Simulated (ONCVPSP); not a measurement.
## Configuration tests for erbium (ONCV)

| Quantity | Value |
| --- | --- |
| Element | Er (Z = 68) |
| Generator | ONCVPSP 4.0.1 |
| Type | optimised norm-conserving Vanderbilt (ONCV) |
| Functional | PBE |
| Relativity | scalar-relativistic |
| Frozen core | [Kr] 4d10 4f11 |
| Valence charge | 11 |
| Reference configuration | 5s2 5p6 5d1 6s2 |
| Partial waves | 5s+6s: rc 2.40 bohr, ncon 4, nbas 7, qcut 5.1 1/bohr, 2 projectors; 5p: rc 1.45 bohr, ncon 4, nbas 7, qcut 5 1/bohr, 2 projectors, debl 3.7 Ha; 5d: rc 3.65 bohr, ncon 3, nbas 7, qcut 5.2 1/bohr, 2 projectors, debl 1.7 Ha |
| Local potential | polynomial inside 0.90 bohr (lpopt 5, dvloc0 0 Ha) |
| Core correction | none |

Energies are relative to the spin-unpolarised reference configuration 5s2 5p6 5d1 6s2; without spin polarisation the order of configurations can differ from experiment. Not all tests gave a result: 1 of 4 tests not solved or not reliable.

```tsv
valence configuration	charge	ΔE all-electron (eV)	error AE − PS (meV)
5s2 5p6 5d1 6s1	+1	7.044	+0.5
5s2 5p6 5d1 6s0	+2	19.809	+12
5s2 5p6 5d1 6s1 6p1	0	3.172	+0.6
```

Note: ghosts flagged at negative energy: s at -176.7 eV; GHOST(+) flagged for d at 109.4 eV, p at 133.5 eV. A true bound ghost makes a file unfit for plane-wave use.
